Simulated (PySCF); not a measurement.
C5H10O3.
Atom-mapped SMILES: `[CH3:1][CH2:2][CH:3]1[O:4][CH2:5][O:6][CH2:7][O:8]1` (hydrogens: H9, H10, H11 on C1; H12, H13 on C2; H14 on C3; H15, H16 on C5; H17, H18 on C7)

The same species was optimised twice, with GFN2-xTB and with PBE0-D3(BJ)/def2-SVP (PySCF), and the same property calculations (PySCF, gas phase) were run on both structures.

```json
{"coordinate": "C2–C3 (Å)", "GFN2-xTB": "1.522", "PBE0-D3(BJ)/def2-SVP": "1.506", "change": "-0.016"}
{"coordinate": "C3–O8 (Å)", "GFN2-xTB": "1.409", "PBE0-D3(BJ)/def2-SVP": "1.401", "change": "-0.008"}
{"coordinate": "C5–O6 (Å)", "GFN2-xTB": "1.399", "PBE0-D3(BJ)/def2-SVP": "1.393", "change": "-0.006"}
{"coordinate": "O6–C7 (Å)", "GFN2-xTB": "1.399", "PBE0-D3(BJ)/def2-SVP": "1.393", "change": "-0.006"}
{"coordinate": "C3–O4 (Å)", "GFN2-xTB": "1.408", "PBE0-D3(BJ)/def2-SVP": "1.403", "change": "-0.005"}
{"coordinate": "C1–C2 (Å)", "GFN2-xTB": "1.522", "PBE0-D3(BJ)/def2-SVP": "1.517", "change": "-0.005"}
{"coordinate": "C7–O8 (Å)", "GFN2-xTB": "1.396", "PBE0-D3(BJ)/def2-SVP": "1.393", "change": "-0.003"}
{"coordinate": "O4–C5 (Å)", "GFN2-xTB": "1.395", "PBE0-D3(BJ)/def2-SVP": "1.393", "change": "-0.002"}
{"coordinate": "C1–C2–C3 (°)", "GFN2-xTB": "111.7", "PBE0-D3(BJ)/def2-SVP": "113.2", "change": "+1.5"}
{"coordinate": "O6–C7–O8 (°)", "GFN2-xTB": "112.3", "PBE0-D3(BJ)/def2-SVP": "111.6", "change": "-0.7"}
{"coordinate": "O4–C5–O6 (°)", "GFN2-xTB": "112.2", "PBE0-D3(BJ)/def2-SVP": "111.5", "change": "-0.7"}
{"coordinate": "O4–C3–O8 (°)", "GFN2-xTB": "110.6", "PBE0-D3(BJ)/def2-SVP": "110.3", "change": "-0.3"}
{"coordinate": "C2–C3–O4 (°)", "GFN2-xTB": "109.3", "PBE0-D3(BJ)/def2-SVP": "109.6", "change": "+0.3"}
{"coordinate": "C2–C3–O8 (°)", "GFN2-xTB": "108.9", "PBE0-D3(BJ)/def2-SVP": "109.1", "change": "+0.2"}
{"coordinate": "C5–O6–C7 (°)", "GFN2-xTB": "109.8", "PBE0-D3(BJ)/def2-SVP": "109.9", "change": "+0.1"}
{"coordinate": "C3–O8–C7 (°)", "GFN2-xTB": "110.9", "PBE0-D3(BJ)/def2-SVP": "110.8", "change": "-0.1"}
{"coordinate": "C1–C2–C3–O4 (°)", "GFN2-xTB": "67", "PBE0-D3(BJ)/def2-SVP": "60", "change": "-7"}
```

Rotational constants: A = 4568, B = 1470, C = 1190 MHz (GFN2-xTB) against A = 4587, B = 1489, C = 1200 MHz (PBE0-D3(BJ)/def2-SVP). Point groups within 0.08 Å: C1 and C1.

On the GFN2-xTB structure: lowest singlet, TDDFT (eV) 7.80 [PBE0/def2-SVPD]; lowest triplet, Tamm–Dancoff (eV) 7.47 [PBE0/def2-SVPD]; isotropic polarisability (au) 71.5 [PBE0/def2-SVPD]; HOMO (eV) -8.08 [PBE0/def2-SVPD]; LUMO (eV) 0.79 [PBE0/def2-SVPD]; dipole (D) 1.82 [PBE0/def2-SVPD]; HOMO (eV) -7.99 [PBE0/pcSseg-1]; LUMO (eV) 1.62 [PBE0/pcSseg-1]; dipole (D) 1.78 [PBE0/pcSseg-1]; GIAO shielding of C1 (ppm) 176.6 [PBE0/pcSseg-1]; GIAO shielding of C2 (ppm) 154.1 [PBE0/pcSseg-1]; GIAO shielding of C3 (ppm) 79.7 [PBE0/pcSseg-1]; GIAO shielding of O4/O8 (mean) (ppm) 216.2 [PBE0/pcSseg-1]; GIAO shielding of C5/C7 (mean) (ppm) 90.6 [PBE0/pcSseg-1]; GIAO shielding of O6 (ppm) 234.4 [PBE0/pcSseg-1].

**Question.** What do these properties become on the PBE0-D3(BJ)/def2-SVP structure?

**Answer.** 
| property | level | on GFN2-xTB | on PBE0-D3(BJ)/def2-SVP | change |
| --- | --- | --- | --- | --- |
| lowest singlet, TDDFT (eV) | PBE0/def2-SVPD | 7.80 | 7.83 | +0.03 |
| lowest triplet, Tamm–Dancoff (eV) | PBE0/def2-SVPD | 7.47 | 7.49 | +0.02 |
| isotropic polarisability (au) | PBE0/def2-SVPD | 71.5 | 71.8 | +0.3 |
| HOMO (eV) | PBE0/def2-SVPD | -8.08 | -8.11 | -0.03 |
| LUMO (eV) | PBE0/def2-SVPD | 0.79 | 0.78 | -0.01 |
| dipole (D) | PBE0/def2-SVPD | 1.82 | 1.82 | 0.00 |
| energy, GFN2-xTB geometry as zero (kcal/mol) | PBE0/def2-SVPD | 0.0 | -0.5 | -0.5 |
| HOMO (eV) | PBE0/pcSseg-1 | -7.99 | -8.03 | -0.04 |
| LUMO (eV) | PBE0/pcSseg-1 | 1.62 | 1.60 | -0.02 |
| dipole (D) | PBE0/pcSseg-1 | 1.78 | 1.79 | +0.01 |
| energy, GFN2-xTB geometry as zero (kcal/mol) | PBE0/pcSseg-1 | 0.0 | -0.2 | -0.2 |
| GIAO shielding of C1 (ppm) | PBE0/pcSseg-1 | 176.6 | 175.2 | -1.4 |
| GIAO shielding of C2 (ppm) | PBE0/pcSseg-1 | 154.1 | 154.1 | 0.0 |
| GIAO shielding of C3 (ppm) | PBE0/pcSseg-1 | 79.7 | 81.4 | +1.7 |
| GIAO shielding of O4/O8 (mean) (ppm) | PBE0/pcSseg-1 | 216.2 | 216.6 | +0.4 |
| GIAO shielding of C5/C7 (mean) (ppm) | PBE0/pcSseg-1 | 90.6 | 90.3 | -0.3 |
| GIAO shielding of O6 (ppm) | PBE0/pcSseg-1 | 234.4 | 234.5 | +0.1 |

The heavy atoms differ by 0.040 Å rms after alignment. Among bonds between heavy atoms C2–C3 changes most (-0.016 Å). Changes are differences of the printed values. Neither structure is proved a minimum here.
